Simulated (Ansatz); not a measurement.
Program: Ansatz. Geometries: PBE0-D4/def2-TZVP. ΔE: electronic, gas phase. CCSD(T)/CBS adds triple-zeta CCSD(T) − MP2 to the extrapolated MP2 energy (def2 sets, frozen cores). This one scheme is used for every species. DFT in def2-TZVPP. B3LYP here is the variant with VWN-RPA as its local correlation; programs differ in this. Elements past krypton have def2 core potentials. For Sn outer-core shells are correlated without core-valence functions, which leaves a few kJ/mol of doubt a bond. Each species was taken in one conformer, which may not be the lowest.

Reaction (redistribution): `[OH][SnH3]` + `N#C[SiH2]N[SiH3]` → `[OH][SnH2][NH][SiH3]` + `N#C[SiH3]`

`[OH][SnH3]`:

Cartesian coordinates in Å:
```
O -1.261 0.502 0.643
Sn 0.442 -0.219 -0.035
H -1.790 0.925 -0.037
H 1.353 1.070 -0.692
H 0.097 -1.391 -1.231
H 1.157 -0.888 1.353
```

`N#C[SiH2]N[SiH3]`:

```xyz
11

N     0.938   -0.116   -3.284
C     0.383    0.281   -2.356
Si   -0.486    0.915   -0.835
N     0.316    0.448    0.598
Si    0.083   -1.003    1.524
H    -0.499    2.386   -0.985
H    -1.840    0.325   -0.873
H     1.108    1.019    0.860
H     1.228   -1.941    1.390
H    -1.149   -1.640    0.997
H    -0.082   -0.675    2.964
```

`[OH][SnH2][NH][SiH3]`:

```xyz
11

O    -0.542    2.587    0.683
Sn   -1.284    0.855    0.122
N     0.037   -0.593    0.595
Si    1.130   -1.410   -0.447
H     0.327    2.764    0.314
H    -2.679    0.723    1.081
H    -1.469    0.807   -1.569
H     0.112   -0.783    1.585
H     0.969   -2.891   -0.399
H     2.560   -1.120   -0.139
H     0.838   -0.939   -1.827
```

`N#C[SiH3]`:

Cartesian coordinates in Å:
```
N 0.622 1.763 -1.528
C 0.324 0.922 -0.799
Si -0.151 -0.428 0.371
H 0.329 -0.041 1.715
H 0.500 -1.670 -0.097
H -1.625 -0.546 0.338
```

```
    level  ΔE (eV)
r2SCAN-D4     0.48
    B3LYP     0.48
```

(1) What does CCSD(T)/CBS give? (Estimate.)

Largest T1 diagnostic among the species: 0.014.

Results:

(1) Computed: +0.40 eV. The listed levels differ from it by 0.08, 0.08 eV.

From PBE to PBE0 (25 % exact exchange), in def2-TZVPP and without D4, ΔE moves by +0.05 eV. In def2-TZVPP, CCSD(T) changes the Hartree–Fock value by −0.10 eV (the triples alone add −0.02 eV) and MP2 by −0.11 eV.
